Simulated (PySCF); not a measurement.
## PBE on Tl (thallium, neutral)

Configuration: [Xe] 4f14 5d10 6s2 6p1, 2P determinant. Calculation: PySCF 2.14, in aug-cc-pVDZ-PP with ECP60MDF (5s4p3d, 32 functions); a scalar-relativistic core potential.

```json
{
 "Total energy": "-172.5294 hartree",
 "One-electron energy": "-301.3946 hartree",
 "Hartree (Coulomb) energy": "143.8149 hartree",
 "Exchange-correlation energy": "-14.9497 hartree",
 "⟨S²⟩": "0.7511",
 "⟨L²⟩": "2.004",
 "Sum of ⟨r⟩": "30.95 bohr",
 "Sum of ⟨r²⟩": "63.43 bohr²",
 "Traceless quadrupole moment −½Σ⟨3z² − r²⟩ along its main axis": "-6.90 e·bohr²",
 "Time after the integrals": "0.43 s of wall time on 1 thread of Neoverse-V2 (shared host)"
}
```

| shell | electrons | mean orbital energy (eV) | spread (eV) | rms radius, mean of both spins (bohr) |
| --- | --- | --- | --- | --- |
| 5s α | 1 | -131.54 | 0 | 0.945 |
| 5s β | 1 | -131.51 | 0 | 0.945 |
| 5p α | 3 | -77.384 | 0.291 | 1.08 |
| 5p β | 3 | -77.367 | 0.339 | 1.08 |
| 5d α | 5 | -15.567 | 0.341 | 1.52 |
| 5d β | 5 | -15.485 | 0.449 | 1.52 |
| 6s α | 1 | -9.657 | 0 | 2.65 |
| 6s β | 1 | -9.220 | 0 | 2.65 |
| 6p α | 1 | -2.684 | 0 | 4.18 |

Energies and moments cover only the electrons outside the core potential. Spin-orbit coupling, absent here, splits the open shell strongly.
